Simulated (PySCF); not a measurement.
# Radial density of O⁺ (oxygen, charge +1)

wB97X, [He] 2s2 2p3, high-spin 4S determinant. Computed with PySCF 2.14 in aug-cc-pVDZ-DK (4s3p2d, 23 functions), with the spin-free X2C one-electron Hamiltonian (Gaussian nucleus).

| r (bohr) | 4πr²ρ (e/bohr) | 4πr²(ρα − ρβ) |
| --- | --- | --- |
| 0.00418 | 0.06726 | 0.0001 |
| 0.00704 | 0.1810 | 0.0003 |
| 0.0118 | 0.4660 | 0.0007 |
| 0.0199 | 1.150 | 0.0019 |
| 0.0335 | 2.603 | 0.0047 |
| 0.0563 | 5.116 | 0.0123 |
| 0.0947 | 7.881 | 0.0396 |
| 0.159 | 8.200 | 0.1689 |
| 0.268 | 4.873 | 0.6508 |
| 0.451 | 3.062 | 1.7172 |
| 0.758 | 4.449 | 2.6503 |
| 1.28 | 2.984 | 1.6797 |
| 2.15 | 0.5055 | 0.2779 |
| 3.61 | 0.01553 | 0.0125 |
| 6.07 | 2.008e-05 | 0.0000 |

Densities and radii are taken from the X2C orbitals without a picture-change correction, which distorts them close to the nucleus.
